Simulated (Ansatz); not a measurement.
Mulliken charges of CH5ClSiTe, SMILES `[SiH3]C(Cl)[TeH]` from B3LYP/def2-TZVPP in Ansatz (PBE0-D4/def2-TZVP geometry).

```csv
atom,x (Å),y (Å),z (Å),charge (e)
Si1,-0.119,1.066,0.302,0.238
C2,0.349,-0.438,-0.736,-0.199
Cl3,2.097,-0.758,-0.556,-0.133
Te4,-0.909,-2.118,-0.289,0.120
H5,0.781,2.199,-0.033,-0.050
H6,-1.527,1.434,0.007,-0.051
H7,0.030,0.709,1.734,-0.049
H8,0.168,-0.251,-1.795,0.151
H9,-0.781,-1.889,1.349,-0.027
```

By hand: the dipole of these point charges (1 e Å = 4.8032 D).

Σ q r = (-0.402, -0.017, -0.134) e Å, of length 0.424 e Å = 2.04 D.

How does the dipole of the full density compare? (Estimate.)

Ansatz gave: (-0.246, 0.071, -0.071) e Å, 1.28 D; the point charges give 1.59 times that, at 18° from its direction.

Point charges leave out the atoms' own dipoles, such as those of lone pairs, and Mulliken's split depends on the basis, so the two needn't agree.

B3LYP here is the variant with VWN-RPA as its local correlation; programs differ in this.
